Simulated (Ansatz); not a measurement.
Program: Ansatz. Geometries: PBE0-D4/def2-TZVP. ΔE: electronic, gas phase. CCSD(T)/CBS is frozen-core, at the limit of the def2 triple- and quadruple-zeta sets. Functionals use def2-TZVPP. B3LYP here is the variant with VWN-RPA as its local correlation; programs differ in this. Each species was taken in one conformer, which may not be the lowest.

`NB(S)S` + H₂O → `OB(S)S` + NH₃  (formal hydrolysis of a B–N bond)

| level | ΔE (kcal/mol) |
| --- | --- |
| PBE0-D4 | -3.3 |
| ωB97X-V | -4.0 |
| r2SCAN | -4.6 |
| PBE0 | -3.7 |
| B3LYP | -4.6 |
| SCS-MP2/def2-QZVPP | -3.3 |
| CCSD/def2-QZVPP | -3.5 |
| CCSD/CBS(def2) | -3.3 |

Task: What does CCSD(T)/CBS give? (An estimate is asked.)

Result: The calculation gave: -3.2 kcal/mol. The listed levels differ from it by -0.1, -0.8, -1.4, -0.5, -1.4, -0.1, -0.3, -0.1 kcal/mol.

Largest T1 diagnostic among the species: 0.013.

In def2-TZVPP, CCSD(T) changes the Hartree–Fock value by +1.0 kcal/mol (the triples alone add −0.0 kcal/mol) and MP2 by +1.7 kcal/mol. The D4 term adds +0.8 kcal/mol with B3LYP and +0.4 kcal/mol with PBE0; it sums over pairs of atoms, weighted by their polarisabilities, and B3LYP, whose exchange is more repulsive, gets the larger term.
